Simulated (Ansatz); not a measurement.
C2H5AlBrF, SMILES `C[CH2][Al]([F])[Br]`, relaxed with RKS PBE0-D4/def2-TZVP in the Gaussian-basis code of Ansatz from a PBE-D4/def2-SVP geometry. The force threshold is 0.005 eV/Å; the program also tests the step.

The species carries charge 0 and has multiplicity 1.

Start:

```xyz
10

C    -1.228    0.396    0.373
C     0.141    0.641   -0.279
Al    1.389   -0.863   -0.265
F     2.951   -0.691   -0.854
Br    0.831   -2.912    0.528
H    -1.878    1.295    0.308
H    -1.773   -0.441   -0.110
H    -1.134    0.136    1.447
H     0.030    0.942   -1.347
H     0.670    1.497    0.199
```

(1) By how much does the energy fall, and how many steps does the optimiser take? (Estimate.)

(2) Which bonds change most? (Best estimate.)

(3) Give the relaxed structure. (An estimate is asked.)

Answers

(1) The calculation gave: 0.05 eV, in 9 steps.

(2) Computed: Al3–F4 from 1.678 to 1.646 Å; Al3–Br5 from 2.267 to 2.250 Å; C1–H8 from 1.110 to 1.092 Å; C2–H9 from 1.114 to 1.097 Å.

(3) The calculation gave: 
```xyz
10

C    -1.221    0.388    0.357
C     0.148    0.644   -0.270
Al    1.378   -0.856   -0.265
F     2.887   -0.711   -0.906
Br    0.852   -2.866    0.597
H    -1.853    1.279    0.315
H    -1.755   -0.418   -0.151
H    -1.137    0.096    1.407
H     0.044    0.968   -1.313
H     0.657    1.477    0.230
```
